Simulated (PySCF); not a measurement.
Species: C6H9NO.
Atom-mapped SMILES: `[CH2:1]=[CH:2]/[CH:3]=[CH:4]/[NH:5][C:6]([CH3:7])=[O:8]` (hydrogens: H9, H10 on C1; H11 on C2; H12 on C3; H13 on C4; H14 on N5; H15, H16, H17 on C7)

All values: CAM-B3LYP/def2-SVPD (PySCF, non-relativistic), on one gas-phase PBE0-D3(BJ)/def2-SVP geometry that isn't relaxed in the solvent. The solvent is an IEF-PCM continuum (cavity from Bondi-type radii × 1.2), and excitations are vertical TDDFT with non-equilibrium linear response and a frozen core. Only the electrostatic response of the medium enters.

Gas-phase singlets (H = HOMO, L = LUMO):

```json
{"state": "S1", "E (eV)": "5.053", "λ (nm)": "245", "f": "1.014", "leading configuration": "H→L 97%"}
{"state": "S2", "E (eV)": "5.431", "λ (nm)": "228", "f": "0.001", "leading configuration": "H-1→L 66%"}
{"state": "S3", "E (eV)": "5.590", "λ (nm)": "222", "f": "0.000", "leading configuration": "H→L+1 80%"}
{"state": "S4", "E (eV)": "6.283", "λ (nm)": "197", "f": "0.000", "leading configuration": "H→L+4 56%"}
{"state": "S5", "E (eV)": "6.453", "λ (nm)": "192", "f": "0.010", "leading configuration": "H→L+2 41%"}
```

Problem. How does the list change in benzene (ε = 2.271)?

Solution. 
```json
{"state": "S1", "E (eV)": "4.780", "λ (nm)": "259", "f": "1.160", "leading configuration": "H→L 97%", "change by rank (eV)": "-0.273"}
{"state": "S2", "E (eV)": "5.511", "λ (nm)": "225", "f": "0.001", "leading configuration": "H-1→L 66%", "change by rank (eV)": "+0.080"}
{"state": "S3", "E (eV)": "5.816", "λ (nm)": "213", "f": "0.001", "leading configuration": "H→L+1 77%", "change by rank (eV)": "+0.226"}
{"state": "S4", "E (eV)": "6.274", "λ (nm)": "198", "f": "0.000", "leading configuration": "H→L+2 60%", "change by rank (eV)": "-0.009"}
{"state": "S5", "E (eV)": "6.499", "λ (nm)": "191", "f": "0.019", "leading configuration": "H→L+4 56%", "change by rank (eV)": "+0.046"}
```

Problem. The ground-state energy changes by -0.180 eV from gas to benzene. By how much does the total energy of gas-phase S1 change?

Solution. E(S1) = E(S0) + excitation energy, so it changes by -0.180 − 0.273 = -0.453 eV: it is lowered more than the ground state, which is what a red shift means. This is the vertical state, with the slow part of the continuum still set for S0.

Problem. How do the frontier levels move from gas to benzene?

Solution. 
```json
{"orbital": "LUMO+2", "gas (eV)": "1.72", "solvent (eV)": "1.85", "change (eV)": "+0.13"}
{"orbital": "LUMO+1", "gas (eV)": "0.97", "solvent (eV)": "1.23", "change (eV)": "+0.26"}
{"orbital": "LUMO", "gas (eV)": "0.10", "solvent (eV)": "0.12", "change (eV)": "+0.02"}
{"orbital": "HOMO", "gas (eV)": "-7.28", "solvent (eV)": "-7.24", "change (eV)": "+0.04"}
{"orbital": "HOMO-1", "gas (eV)": "-9.31", "solvent (eV)": "-9.34", "change (eV)": "-0.03"}
{"orbital": "HOMO-2", "gas (eV)": "-9.99", "solvent (eV)": "-9.97", "change (eV)": "+0.02"}
{"orbital": "HOMO-3", "gas (eV)": "-11.37", "solvent (eV)": "-11.34", "change (eV)": "+0.03"}
```

The HOMO–LUMO gap goes from 7.38 to 7.36 eV. Rows go by rank; for HOMO-3 and LUMO+2 the atom shares or the degeneracy differ between the runs, so the row needn't follow one orbital.

Shape of the structure used: `[CH2:1]=[CH:2]/[CH:3]=[CH:4]/[NH:5][C:6]([CH3:7])=[O:8]`: C1–C2–C3–C4 180°, C3–C4–N5–C6 179°, C4–N5–C6–C7 180°.
